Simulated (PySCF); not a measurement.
Job for PySCF: R-M06-2X/def2-TZVPP on C2H6S (SMILES CCS), a point of a torsion scan.

```python
from pyscf import gto, dft

mol = gto.M(
    atom='''
    C    -0.79907342    0.49196459    0.13211248
    C     0.10863359   -0.70334783   -0.07354614
    S     1.81037666   -0.39659770    0.53098043
    H    -1.77849002    0.28778320   -0.29640842
    H    -0.38531556    1.37401392   -0.35210464
    H    -0.92383906    0.70356312    1.19282902
    H    -0.27276176   -1.58408289    0.44509921
    H     0.22629534   -0.93717591   -1.13083076
    H     1.45131620    0.26043752    1.63146843
    ''',
    basis='def2-tzvpp',
    charge=0, spin=0, verbose=4, max_memory=1800)
mf = dft.RKS(mol, xc='m062x').density_fit(auxbasis='def2-universal-jkfit')
mf.grids.level = 4
mf.conv_tol = 1e-9
mf.max_cycle = 150
mf.kernel()
mf.dip_moment()
```

It printed:

```
PySCF version 2.14.0

[INPUT] verbose = 4
[INPUT] num. atoms = 9
[INPUT] num. electrons = 34
[INPUT] charge = 0
[INPUT] spin (= nelec alpha-beta = 2S) = 0
[INPUT] symmetry False subgroup None
[INPUT] Mole.unit = angstrom
[INPUT] Symbol           X                Y                Z      unit          X                Y                Z       unit  Magmom
[INPUT]  1 C     -0.799073420000   0.491964590000   0.132112480000 AA   -1.510029917220   0.929678338084   0.249656404837 Bohr   0.0
[INPUT]  2 C      0.108633590000  -0.703347830000  -0.073546140000 AA    0.205287733028  -1.329134769007  -0.138982062119 Bohr   0.0
[INPUT]  3 S      1.810376660000  -0.396597700000   0.530980430000 AA    3.421116069705  -0.749461034632   1.003407590204 Bohr   0.0
[INPUT]  4 H     -1.778490020000   0.287783200000  -0.296408420000 AA   -3.360859053072   0.543831431251  -0.560130734815 Bohr   0.0
[INPUT]  5 H     -0.385315560000   1.374013920000  -0.352104640000 AA   -0.728140879933   2.596510000140  -0.665381336789 Bohr   0.0
[INPUT]  6 H     -0.923839060000   0.703563120000   1.192829020000 AA   -1.745802806576   1.329541608145   2.254120161233 Bohr   0.0
[INPUT]  7 H     -0.272761760000  -1.584082890000   0.445099210000 AA   -0.515445023654  -2.993482820710   0.841115605160 Bohr   0.0
[INPUT]  8 H      0.226295340000  -0.937175910000  -1.130830760000 AA    0.427636215865  -1.771005800440  -2.136960429634 Bohr   0.0
[INPUT]  9 H      1.451316200000   0.260437520000   1.631468430000 AA    2.742590138144   0.492155585361   3.083028513574 Bohr   0.0

nuclear repulsion = 107.676606515479
number of shells = 72
number of NR pGTOs = 251
number of NR cGTOs = 188
basis = def2-tzvpp
ecp = {}


******** <class 'pyscf.df.df_jk.DFRKS'> ********
method = DFRKS
initial guess = minao
damping factor = 0
level_shift factor = 0
DIIS = <class 'pyscf.scf.diis.CDIIS'>
diis_start_cycle = 1
diis_space = 8
diis_damp = 0
SCF conv_tol = 1e-09
SCF conv_tol_grad = None
SCF max_cycles = 150
direct_scf = False
XC library pyscf.dft.libxc version 7.1.2
    S. Lehtola, C. Steigemann, M. J. T. Oliveira, and M. A. L. Marques,  SoftwareX 7, 1–5 (2018)
XC functionals = m062x
    Y. Zhao and D. G. Truhlar,  Theor. Chem. Acc. 120, 215 (2008)
    Y. Zhao and D. G. Truhlar,  Theor. Chem. Acc. 120, 215 (2008)
radial grids:
    Treutler-Ahlrichs [JCP 102, 346 (1995); DOI:10.1063/1.469408] (M4) radial grids

becke partition: Becke, JCP 88, 2547 (1988); DOI:10.1063/1.454033
pruning grids: <function nwchem_prune>
grids dens level: 4
symmetrized grids: False
atomic radii adjust function: <function treutler_atomic_radii_adjust>
small_rho_cutoff = 0
Set gradient conv threshold to 3.16228e-05
Initial guess from minao.
tot grids = 180160
******** <class 'pyscf.df.df.DF'> ********
auxbasis = def2-universal-jkfit
init E= -478.147213667207
  HOMO = -0.287035653551868  LUMO = -0.0115451036050906  gap/eV = 7.49648
cycle= 1 E= -477.974188253548  delta_E= 0.173  |g|= 0.245  |ddm|= 1.96
  HOMO = -0.263658367905101  LUMO = 0.0552954372979357  gap/eV = 8.67918
cycle= 2 E= -477.986631640677  delta_E= -0.0124  |g|= 0.159  |ddm|= 0.43
  HOMO = -0.292195392844423  LUMO = 0.0488011073311974  gap/eV = 9.27899
cycle= 3 E= -477.99270520391  delta_E= -0.00607  |g|= 0.0276  |ddm|= 0.158
  HOMO = -0.292732557698628  LUMO = 0.0496688808915522  gap/eV = 9.31722
cycle= 4 E= -477.992862392633  delta_E= -0.000157  |g|= 0.00928  |ddm|= 0.0246
  HOMO = -0.291597501205178  LUMO = 0.0503739764285527  gap/eV = 9.30552
cycle= 5 E= -477.992881757431  delta_E= -1.94e-05  |g|= 0.00323  |ddm|= 0.00896
  HOMO = -0.291711052240931  LUMO = 0.0502808615769261  gap/eV = 9.30607
cycle= 6 E= -477.992884296285  delta_E= -2.54e-06  |g|= 0.000821  |ddm|= 0.00298
  HOMO = -0.291719367747231  LUMO = 0.0502949095253804  gap/eV = 9.30668
cycle= 7 E= -477.992884455234  delta_E= -1.59e-07  |g|= 0.000228  |ddm|= 0.0009
  HOMO = -0.291706617092334  LUMO = 0.0502954962503992  gap/eV = 9.30635
cycle= 8 E= -477.99288446909  delta_E= -1.39e-08  |g|= 6.51e-05  |ddm|= 0.000257
  HOMO = -0.291715862897593  LUMO = 0.0502953472565579  gap/eV = 9.30660
cycle= 9 E= -477.992884470318  delta_E= -1.23e-09  |g|= 1.3e-05  |ddm|= 0.000103
  HOMO = -0.291715793416284  LUMO = 0.050295569931091  gap/eV = 9.30660
cycle= 10 E= -477.992884470377  delta_E= -5.91e-11  |g|= 2.07e-06  |ddm|= 2.05e-05
  HOMO = -0.291715841546257  LUMO = 0.0502954840518619  gap/eV = 9.30660
Extra cycle  E= -477.992884470379  delta_E= -2.16e-12  |g|= 1.1e-06  |ddm|= 3.31e-06
converged SCF energy = -477.992884470379
Dipole moment(X, Y, Z, Debye): -1.72433,  0.18713,  0.04494
```

The run converged.

Cost: around 24 core-seconds (rough).
